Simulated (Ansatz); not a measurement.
`[SnH3][c]1ccccc1` + `C[SiH2][NH][GeH3]` → `C[SiH2][N]([GeH3])c1ccccc1` + `[SnH4]`  (substitution at a C–Sn bond)

Isolated molecules relaxed with PBE0-D4/def2-TZVP in Ansatz; ΔE leaves out vibrations. CCSD(T)/CBS adds triple-zeta CCSD(T) − MP2 to the extrapolated MP2 energy (def2 sets, frozen cores). Functionals use def2-TZVPP. Elements past krypton have def2 core potentials. For Ge, Sn outer-core shells are correlated without core-valence functions, which leaves a few kJ/mol of doubt a bond. Scalar relativity is left out up to krypton. One conformer a species, not always the lowest.

`[SnH3][c]1ccccc1`:

```xyz
15

Sn    1.181    1.958   -1.328
C     0.226    0.379   -0.264
C    -1.127    0.453    0.064
C    -1.744   -0.571    0.768
C    -1.016   -1.686    1.154
C     0.330   -1.775    0.832
C     0.945   -0.749    0.127
H     1.701    3.182   -0.255
H     2.538    1.326   -2.149
H     0.077    2.639   -2.440
H    -1.716    1.315   -0.233
H    -2.798   -0.498    1.014
H    -1.498   -2.487    1.703
H     0.903   -2.646    1.128
H     1.998   -0.840   -0.120
```

`C[SiH2][NH][GeH3]`:

Cartesian coordinates in Å:
```
C -1.739 0.806 -1.255
Si -0.317 0.925 -0.053
N 0.093 -0.615 0.601
Ge 1.778 -1.279 0.913
H -1.985 1.792 -1.659
H -1.494 0.142 -2.087
H -2.635 0.417 -0.763
H -0.689 1.919 0.998
H 0.914 1.422 -0.728
H -0.641 -1.126 1.069
H 2.702 -0.688 -0.159
H 1.713 -2.813 0.807
H 2.300 -0.901 2.315
```

`C[SiH2][N]([GeH3])c1ccccc1`:

Z-matrix (Å, degrees):
```
C
Si 1 1.864
H 1 1.092 2 111.4
H 1 1.092 2 110.6 3 -120.3
H 1 1.093 2 110.1 3 120.0
N 2 1.742 1 111.9 3 60.0
H 2 1.486 1 110.7 3 177.0
H 2 1.492 1 109.2 3 -64.6
C 6 1.402 2 120.5 1 -52.8
Ge 6 1.857 2 121.1 1 125.5
C 9 1.399 6 120.7 2 -29.3
C 9 1.397 6 121.5 2 150.5
H 10 1.536 6 107.7 2 140.3
H 10 1.542 6 111.1 2 -99.8
H 10 1.532 6 106.8 2 20.0
C 11 1.384 9 121.0 6 179.3
H 11 1.085 9 119.6 6 -2.3
C 12 1.385 9 121.0 6 -179.9
H 12 1.085 9 119.9 6 -1.3
C 16 1.387 11 120.7 9 0.6
H 16 1.084 11 119.2 9 179.9
H 18 1.084 12 119.2 9 -180.0
H 20 1.083 16 120.6 11 179.6
```

`[SnH4]`:

Z-matrix (Å, degrees):
```
Sn
H 1 1.704
H 1 1.704 2 109.5
H 1 1.704 2 109.5 3 -120.0
H 1 1.704 2 109.5 3 120.0
```

```tsv
level	ΔE (kJ/mol)
r2SCAN-D4	14.0
r2SCAN0-D4	15.1
CCSD(T)/def2-SVP	4.3
HF/def2-QZVPP	42.3
```

Question: What does CCSD(T)/CBS give? (An estimate is asked.)

Answer: Ansatz gave: +28.5 kJ/mol. The listed levels differ from it by -14.5, -13.4, -24.2, 13.8 kJ/mol.

Largest T1 diagnostic among the species: 0.013.

In def2-TZVPP, CCSD(T) changes the Hartree–Fock value by −17.6 kJ/mol (the triples alone add −3.7 kJ/mol) and MP2 by −15.2 kJ/mol. Leaving LDA and LC-ωPBE aside and taking each functional with its dispersion term where it has one, the values, not all of them listed here, spread over 23.4 kJ/mol, from revPBE-D4 to B2PLYP. LDA lies −29.1 kJ/mol from PBE without D4.
